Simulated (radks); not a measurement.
Ionisation of neutral cadmium, [Kr] 4d10 5s2, to [Kr] 4d10 5s1 as the strength of local exchange is varied. All-electron calculation, scalar-relativistic Kohn-Sham, Slater X-alpha exchange (alpha = 2/3 is LDA exchange), no correlation, spin-polarised, spherical densities, finite nucleus; Fermi nuclear charge, rms radius 4.6087 fm. Program: a radial shooting solver on a logarithmic mesh with Libxc functionals.

alpha  E(Cd) (hartree)  exchange (hartree)  IE (eV)  -e of the level emptied (eV)  <r> of it (bohr)
0.559      -5561.57433          -120.70513    7.497                    4.238 (5s)             3.023
0.667      -5584.99312          -144.63928    8.210                    4.935 (5s)             2.929
0.728      -5598.26440          -158.24490    8.624                    5.346 (5s)             2.880
1.015      -5661.12988          -223.10018   10.682                    7.438 (5s)             2.674
1.037      -5665.97771          -228.12879   10.847                    7.609 (5s)             2.659

NIST Atomic Spectra Database: 8.994 eV (measured). The Delta-SCF value meets it near alpha = 0.78.
